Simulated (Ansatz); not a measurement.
Stretching the Ga1–F2 bond in GaF (multiplicity 1 held). Energies count from the point at 1.800 Å.


R- and RO- levels are restricted; in cc, def2 and unpolarised 6-31G sets they are followed outwards from rest. Active spaces are followed from rest. Levels need not reach the same state.

Correlated levels freeze the cores. Filled d and f shells under p-block atoms count as core.

Codes used: Ansatz (Gaussian basis) for Hartree–Fock, density functionals and correlated methods. 

Energies in kJ/mol.

```
R (Å)  R-MP2/cc-pVDZ  CASSCF(10,8)/cc-pVDZ  SC-NEVPT2 on CASSCF(10,8)/cc-pVDZ  FIC-NEVPT4(SD) on CASSCF(10,8)/cc-pVDZ  FIC-MRCISD+Q on CASSCF(10,8)/cc-pVDZ
-----  -------------  --------------------  ---------------------------------  --------------------------------------  ------------------------------------
1.440            284                   284                                283                                     283                                   284
1.620             49                    49                                 48                                      48                                    49
1.800              0                     0                                  0                                       0                                     0
1.980             29                    29                                 29                                      29                                    28
2.161             88                    87                                 88                                      87                                    86
2.431            189                   185                                187                                     186                                   184
2.701            282                   277                                278                                     277                                   274
3.151            407                   399                                399                                     397                                   394
3.601            501                   491                                485                                     481                                   480
4.141            585                   547                                511                                     501                                   508
4.861            662                   564                                528                                     518                                   525
5.761            715                   567                                531                                     521                                   528
7.202            728                   567                                532                                     522                                   529
```

Doubts at one or more of the structures used: a restricted determinant that unrestricted orbitals would lower (R-MP2/cc-pVDZ).

Ansatz is an electronic-structure program.
